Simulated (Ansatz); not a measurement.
System: 3-chlorofuran, C₄H₃ClO, charge 0, multiplicity 1. SMILES: Clc1ccoc1
Geometry: optimised at B3LYP-D3(BJ)/def2-TZVP (Ansatz, a program for electronic structure).

Property: vertical triplet-singlet gap (E(triplet) - E(singlet); each state is the SCF solution reached for its spin; for the triplet the Hartree-Fock reference is unstable and T1 is 0.020; for the singlet the Hartree-Fock reference is unstable and T1 is 0.013), in kcal/mol. Cores are frozen in the correlated levels unless marked. Open shells are spin-unrestricted. No spin-orbit coupling. No relativistic terms. 

```json
[
 {"level": "HF/aug-cc-pV(Q+d)Z", "program": "Ansatz", "vertical triplet-singlet gap (kcal/mol)": "70.6"},
 {"level": "RI-HF/aug-cc-pV(T+d)Z", "program": "Ansatz", "vertical triplet-singlet gap (kcal/mol)": "70.7"},
 {"level": "SVWN5/def2-TZVPD", "program": "Ansatz", "vertical triplet-singlet gap (kcal/mol)": "97.4"},
 {"level": "PBE/def2-TZVPD", "program": "Ansatz", "vertical triplet-singlet gap (kcal/mol)": "92.8"},
 {"level": "r2SCAN/def2-TZVPD", "program": "Ansatz", "vertical triplet-singlet gap (kcal/mol)": "88.5"},
 {"level": "B3LYP/def2-TZVPD", "program": "Ansatz", "vertical triplet-singlet gap (kcal/mol)": "92.2"},
 {"level": "PBE0/def2-TZVPD", "program": "Ansatz", "vertical triplet-singlet gap (kcal/mol)": "90.9"},
 {"level": "BHLYP/def2-TZVPD", "program": "Ansatz", "vertical triplet-singlet gap (kcal/mol)": "88.5"},
 {"level": "CAM-B3LYP/def2-TZVPD", "program": "Ansatz", "vertical triplet-singlet gap (kcal/mol)": "92.4"},
 {"level": "wB97M-V/def2-TZVPD", "program": "Ansatz", "vertical triplet-singlet gap (kcal/mol)": "97.1"},
 {"level": "wB97X-V/def2-TZVPD", "program": "Ansatz", "vertical triplet-singlet gap (kcal/mol)": "95.8"},
 {"level": "B2PLYP/def2-TZVPD", "program": "Ansatz", "vertical triplet-singlet gap (kcal/mol)": "96.8"},
 {"level": "RI-MP2/aug-cc-pV(T+d)Z", "program": "Ansatz", "vertical triplet-singlet gap (kcal/mol)": "113.7"},
 {"level": "RI-MP2/aug-cc-pV(Q+d)Z", "program": "Ansatz", "vertical triplet-singlet gap (kcal/mol)": "114.1"},
 {"level": "CCSD/aug-cc-pV(D+d)Z", "program": "Ansatz", "vertical triplet-singlet gap (kcal/mol)": "95.5"},
 {"level": "CCSD/aug-cc-pV(T+d)Z", "program": "Ansatz", "vertical triplet-singlet gap (kcal/mol)": "94.6"},
 {"level": "CCSD(T)/aug-cc-pV(D+d)Z", "program": "Ansatz", "vertical triplet-singlet gap (kcal/mol)": "97.3"},
 {"level": "CCSD(T)/aug-cc-pV(T+d)Z", "program": "Ansatz", "vertical triplet-singlet gap (kcal/mol)": "96.7"}
]
```
